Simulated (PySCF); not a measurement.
**Ni²⁺ (nickel, charge +2) across methods**

[Ar] 3d7 4p1, one real determinant (an excited configuration). Computed with PySCF 2.14 in aug-cc-pwCVTZ-DK (10s9p7d4f3g, 127 functions), with scalar relativity by spin-free X2C-1e.

```tsv
method	E (hartree)	mean ε 3d α (eV)	mean ε 3d β (eV)	mean ε 4p α (eV)	Σ⟨r²⟩ (bohr²)	⟨S²⟩
BLYP	-1519.202	-37.571	-34.951	-18.287	21.18	6.001
PBE	-1518.857	-37.724	-34.892	-18.411	21.17	6.001
PW91	-1519.236	-37.816	-35.036	-18.475	21.13	6.001
PBE0	-1518.885	-40.887	-37.776	-19.126	21.17	6.001
r2SCAN	-1519.087	-38.313	-35.379	-18.560	21.09	6.001
TPSS	-1519.143	-37.645	-35.213	-18.344	21.17	6.001
UHF	-1517.80991	-49.541	-45.445	-20.774	21.48	6.003
```

(1) Estimate the same row for LDA.

⟨L²⟩ = 13.88 against 20 for a pure G term, so this real determinant mixes terms.

## Answers

(1) E (hartree) = -1516.291; mean ε 3d α (eV) = -38.023; mean ε 3d β (eV) = -34.883; mean ε 4p α (eV) = -18.493; Σ⟨r²⟩ (bohr²) = 21.10; ⟨S²⟩ = 6.001.
